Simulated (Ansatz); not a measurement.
Molecule: bromo(trifluoro)silane, sum formula SiBrF₃, charge 0, multiplicity 1. SMILES: F[Si](F)(F)Br
Geometry: optimised at B3LYP-D3(BJ)/def2-TZVP (Ansatz, an electronic-structure program).

Quantity: vertical triplet-singlet gap (E(triplet) - E(singlet); each state is the SCF solution reached for its spin; the molecule has degenerate orbitals, so one determinant may break the symmetry), in kcal/mol. Cores are frozen in the correlated levels unless marked. UHF or UKS for open shells. Spin-orbit coupling is left out. The frozen core is the preceding noble-gas configuration, with the filled d and f shells of earlier blocks. Non-relativistic. CBS(X,Y): correlation extrapolated as X^-3; Hartree-Fock from the larger set. [CCSD(T)-MP2]/basis is that difference in the basis named.

RI-MP2/CBS(def2-TZVPPD,def2-QZVPPD)+[CCSD(T)-MP2]/def2-TZVPPD (Ansatz) gives 175.9 kcal/mol.

**Question.** Another calculation gave 170.7 kcal/mol. Which level was it?
(A) B2PLYP/def2-TZVPD (Ansatz)
(B) wB97X-V/def2-TZVPD (Ansatz)
(C) PBE0/def2-TZVPD (Ansatz)
(D) SVWN5/def2-TZVPD (Ansatz)

**Answer.** A, B2PLYP/def2-TZVPD (Ansatz). The others give 174.4 (wB97X-V), 162.6 (SVWN5), 166.8 (PBE0) kcal/mol.
